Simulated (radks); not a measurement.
Question: The bromine ion Br2+, [Ar] 3d10 4s2 4p3. Method: non-relativistic Kohn-Sham, exchange-only B88, spin-polarised, spherical densities, point nucleus; computed with a radial shooting solver on a logarithmic mesh with Libxc functionals. Every spin shell is full or empty, so the densities are truly spherical. Functionals are evaluated on that one density, not self-consistently. Rank these orbital-free kinetic functionals by their error against the exact value of the orbitals, and give that value: Thomas-Fermi, von Weizsacker, TF + vW, TF + vW/9, TF + vW/5, APBEK, revAPBEK, Perdew 92, Pearson, LKT, PG1, DePristo-Kress.

Answer: Exact: 2571.38 hartree. From best to worst, with 100 (|E| - |E exact|)/|E exact| (equal figures are ties): APBEK +0.09, DePristo-Kress -0.09, revAPBEK +0.31, Perdew 92 -0.73, TF + vW/9 -0.74, Pearson -1.10, TF + vW/5 +3.42, Thomas-Fermi -5.95, PG1 +17.43, LKT +22.05, TF + vW +40.89, von Weizsacker -53.16.
